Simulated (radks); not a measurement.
Values are calculated unless marked as measured or tabulated.
Task: Species: Ru V. Configuration: [Kr] 4d4. Level of theory: Dirac Kohn-Sham, LDA (Slater exchange, Perdew-Wang correlation), spin-unpolarised, spherical densities, finite nucleus; open shells fill j = l - 1/2 first; Fermi nuclear charge, rms radius 4.4809 fm (a radial shooting solver on a logarithmic mesh with Libxc functionals). Some entries of the table are withheld. Estimate them.

| orbital | occ. | eigenvalue (hartree) | r(max) (bohr) |
|---|---|---|---|
| 1s1/2 | 2 | -806.5962 | 0.02174 |
| 2s1/2 | 2 | -117.6403 | 0.1232 |
| 2p1/2 | 2 | -108.9211 | (1) |
| 2p3/2 | 4 | -104.1179 | (2) |
| 3s1/2 | 2 | (3) | 0.3622 |
| 3p1/2 | 2 | -18.89430 | 0.3487 |
| 3p3/2 | 4 | -18.07809 | 0.3583 |
| 3d3/2 | 4 | -12.06339 | 0.2988 |
| 3d5/2 | 6 | -11.90409 | 0.3016 |
| 4s1/2 | 2 | -4.66330 | 0.9086 |
| 4p1/2 | 2 | -3.63114 | 0.9558 |
| 4p3/2 | 4 | -3.49753 | 0.9798 |
| 4d3/2 | 4 | -1.91956 | 1.141 |
| 4d5/2 | 0 | -1.90257 | 1.150 |

Result: 
(1) 2p1/2 r(max) (bohr): 0.09549
(2) 2p3/2 r(max) (bohr): 0.09949
(3) 3s1/2 eigenvalue (hartree): -22.27953
